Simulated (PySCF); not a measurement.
CH9AlOSi2, SMILES C[O][Al]([SiH3])[SiH3], singlet, CAM-B3LYP/def2-SVP optimised geometry.

```
14

Al    -0.49     0.08     0.00
O      1.20     0.08     0.00
C      2.31    -0.76     0.01
H      2.94    -0.56     0.90
H      2.04    -1.83     0.03
H      2.94    -0.59    -0.88
Si    -1.51     2.30     0.00
H     -1.47     2.90     1.37
H     -2.94     2.26    -0.42
H     -0.79     3.24    -0.91
Si    -1.70    -2.06     0.02
H     -2.71    -2.10     1.11
H     -0.80    -3.24     0.20
H     -2.44    -2.27    -1.27
```

Density from CAM-B3LYP/def2-TZVP (PySCF) at that geometry.

Minimum of the electron density along straight lines between bonded atoms, close to the bond critical point (lines longer than 1.1 times the sum of covalent radii, or with two minima, are not listed):

```
bond      length / Å  ρ at the minimum / e bohr⁻³  ∇²ρ there / e bohr⁻⁵  position (fraction from the first atom)
--------  ----------  ---------------------------  --------------------  ---------------------------------------
Al1–O2         1.695                            ?                  0.80                                     0.43
O2–C3          1.392                        0.266                     ?                                     0.65
C3–H4          1.103                        0.279                 -0.97                                     0.65
C3–H5          1.106                        0.277                 -0.96                                     0.65
C3–H6          1.103                        0.279                 -0.97                                     0.65
Al1–Si7        2.446                        0.066                  0.00                                     0.36
Si7–H8         1.495                        0.117                  0.15                                     0.49
Si7–H9         1.494                        0.118                  0.15                                     0.49
Si7–H10        1.492                        0.118                  0.15                                     0.49
Al1–Si11       2.459                        0.065                     ?                                     0.36
Si11–H12       1.494                        0.117                  0.15                                     0.49
Si11–H13       1.494                        0.118                  0.15                                     0.49
Si11–H14       1.495                        0.117                  0.15                                     0.49
```

### Question
Some entries are withheld; supply them.

### Answer

- Al1–O2, ρ at the minimum / e bohr⁻³: 0.106
- O2–C3, ∇²ρ there / e bohr⁻⁵: -0.54
- Al1–Si11, ∇²ρ there / e bohr⁻⁵: 0.01
